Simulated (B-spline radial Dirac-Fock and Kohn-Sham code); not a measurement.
# Dipole and non-dipole photoemission parameters of Fe 2s

System: atomic iron, [Ar] 3d6 4s2; threshold 844.6 eV (tabulated edge). These are calculated numbers from a radial finite-basis atomic code; the model is Dirac-Hartree-Slater photoionisation with a Latter tail; cross sections with all multipoles, angular parameters from the dipole term and its interference with E2.

Input file task.json (cfg lists n, l and occupation; rrms is the nuclear radius in fm):

```json
{"items": [{
  "Z": 26,
  "q": 0,
  "cfg": [[1, 0, 2], [2, 0, 2], [2, 1, 6], [3, 0, 2], [3, 1, 6], [3, 2, 6], [4, 0, 2]],
  "A": 56,
  "rrms": 3.7377,
  "do": "xps",
  "hv": [52.5, 53.7, 60, 150, 151.0, 159.0, 200, 207.0, 342.0, 388.0, 400, 600, 795.0, 800, 841.0, 899.0, 1060.0, 1360.0, 1640.0, 2460.0, 2500.0, 2984.4, 3710.0, 3870.0, 4000, 4400.0, 4770.0, 5340.0, 11100.0, 14100.0],
  "edges": {"K": 7112.0, "L1": 844.6, "L2": 719.9, "L3": 706.8, "M1": 91.3}
}]}
```

Command: `python xray2_run.py task.json out`

```
hν (eV)  σ (kb)      β       γ
    899     136  1.999   0.715
   1060     108  1.999   0.267
   1360    72.7  1.999  -0.011
   1640    52.6  1.999  -0.060
   2460    24.5  2.000   0.065
   2500    23.8  2.000   0.075
 2984.4    16.6  2.000   0.194
   3710    10.4  2.000   0.373
   3870    9.54  1.999   0.411
   4000       ?      ?       ?
   4400    7.19  1.999   0.536
   4770    5.99  1.999   0.620
   5340    4.63  1.999   0.744
  11100   0.781  1.999   1.703
  14100   0.420  1.999   2.082
```

Question: Give the values at 4000 eV.

Answer: σ = 8.87 kb, β = 1.999, γ = 0.442. For an s subshell δ is negligible.
